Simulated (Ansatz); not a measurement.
Consider the silylene formation by 1,1-elimination: `CO[Si](F)(F)C#N` → `F[Si]F` + `COC#N`.

Program: Ansatz. Geometries: PBE0-D4/def2-TZVP. ΔE: electronic, gas phase. CCSD(T)/CBS is the MP2 limit (def2-TZVPP, def2-QZVPP) plus CCSD(T) − MP2 in def2-TZVPP, frozen cores. This one scheme is used for every species. Functionals use def2-TZVPP. B3LYP here is the variant with VWN-RPA as its local correlation; programs differ in this. One conformer a species, not always the lowest.

```csv
level,ΔE (kJ/mol),difference from CCSD(T)/CBS
r2SCAN-D4,371.0,-2.2
B3LYP-D4,347.8,-25.4
BHLYP-D4,376.9,3.7
ωB97X-V,361.9,-11.3
PBE-QIDH,376.4,3.2
r2SCAN,368.2,-5.0
PBE0,344.6,-28.6
r2SCAN0,378.5,5.3
RPA@PBE/def2-TZVPP,346.8,-26.4
CCSD(T)/def2-TZVPP,366.7,-6.5
CCSD(T)/CBS,373.2,0
```

Largest T1 diagnostic among the species: 0.015.

From BLYP to BHLYP (50 % exact exchange), in def2-TZVPP and without D4, ΔE moves by +59.8 kJ/mol. Leaving LDA and LC-ωPBE aside and taking each functional with its dispersion term where it has one, the values, not all of them listed here, spread over 57.1 kJ/mol, from BLYP-D4 to r2SCAN0-D4. LDA lies +27.1 kJ/mol from PBE without D4.

CCSD(T)/CBS has its own doubt, a few kJ/mol and more with outer-core shells, so smaller differences from it don't rank the levels.
